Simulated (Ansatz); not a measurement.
Program: Ansatz. Geometries: PBE0-D4/def2-TZVP. ΔE: electronic, gas phase. CCSD(T)/CBS is the MP2 limit (def2-TZVPP, def2-QZVPP) plus CCSD(T) − MP2 in def2-TZVPP, frozen cores. This one scheme is used for every species. Double bonds are as drawn, so ΔE can hold a change between cis and trans. Functionals use def2-TZVPP. Each species was taken in one conformer, which may not be the lowest.

`F/C=C\S` + `[SiH3]S` → `[SiH3]S/C=C/S` + H–F  (substitution at a C–F bond)

Q: Is it downhill or uphill in electronic energy at CCSD(T)/CBS, and by how much? (Estimate.)

A: Ansatz gave: Downhill: ΔE = -0.41 eV.

Q: What do these levels give: ωB97X-V, ωB97M-V, B2PLYP, PBE0, HF/def2-TZVPP, MP2/def2-TZVPP, SCS-MP2/def2-TZVPP, CCSD/def2-TZVPP, MP2/def2-QZVPP, SCS-MP2/def2-QZVPP, HF/CBS(def2), CCSD/CBS(def2)? (Estimate.)

A: The calculation gave: ωB97X-V -0.21, ωB97M-V -0.25, B2PLYP -0.27, PBE0 -0.26, HF/def2-TZVPP -0.09, MP2/def2-TZVPP -0.51, SCS-MP2/def2-TZVPP -0.40, CCSD/def2-TZVPP -0.30, MP2/def2-QZVPP -0.55, SCS-MP2/def2-QZVPP -0.44, HF/CBS(def2) -0.09, CCSD/CBS(def2) -0.36 eV.

Largest T1 diagnostic among the species: 0.013.

The D4 term adds −0.12 eV with B3LYP and −0.07 eV with PBE0; it sums over pairs of atoms, weighted by their polarisabilities, and B3LYP, whose exchange is more repulsive, gets the larger term. In def2-TZVPP, CCSD(T) changes the Hartree–Fock value by −0.26 eV (the triples alone add −0.05 eV) and MP2 by −0.42 eV.

B3LYP here is the variant with VWN-RPA as its local correlation; programs differ in this.
